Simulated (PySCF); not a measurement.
SMILES C#C[SiH2][Si](Cl)(Cl)Cl at its PBE0/def2-SVP optimised geometry (Å):

```
10

C     -0.5498    -4.9505    -1.8266
C     -0.9544    -3.8037    -1.8695
Si    -1.5388    -2.0721    -1.8883
Si    -0.7021    -0.9773     0.0000
Cl     1.3545    -0.9773     0.0000
Cl    -1.3570    -1.8820     1.7269
Cl    -1.3545     0.9773     0.0000
H     -0.1936    -5.9654    -1.7921
H     -1.0400    -1.3619    -3.1011
H     -3.0284    -2.0198    -1.8386
```

Method: PBE0/def2-TZVP (PySCF).

Map of the log10 of the electron density (e/bohr³), floored at −4 on the plane z = 1.0 Å:

```
|                             |
|                             |
|      .......                |
|    ..:::::::..              |
|   .::--==---::.             |
|  .:--==+++==-::.            |
| .:-==++***++=-:.            |
| .:-=+**###*++=-:.           |
|.:-=+*######*+=-:..          |
|.:-=+*#%%%%#**+=-:....       |
|.:-=+*#%%%%##*+=-:::::..     |
|.:-=+*#%%%%##*+=------::..   |
|.:-=+*##%%##**+=======--:..  |
|.:-=+**#####**++++++++==-:.  |
| ::-=+**####**+++*****++=-:. |
| .:-=++**###******####*+=-:. |
| .:-=+**#####***###%%##*+=-: |
|.:-=++*##%%###*###%%%%#*+=-:.|
|.:-=+*#%%%%%%#####%%%%#*+=-:.|
|.-=+*#%%@@@%%#####%%%%#*+=-:.|
|:-=+*#%@@@@@%##*###%###*+=-: |
|:-=+*#%@@@@@%#****###**+=-:. |
|:-=+*#%@@@@@%#*++*****+==-:. |
|:-=+*#%@@@@%%#*+++++++==-:.  |
|.:=+*##%%%%%#*+=======--:.   |
|.:-=+*##%%##*+==------::.    |
| .:-=+***#**++=-::::::..     |
| .:--=++++++==-::....        |
|  .::-======--:..            |
```
Scale: ten equal steps from -4.00 (start of ' ') to -0.669 (end of '@'), in the order ' .:-=+*#%@'; x runs from -3.50 to 3.50, y from -3.50 (bottom) to 3.50 (top).
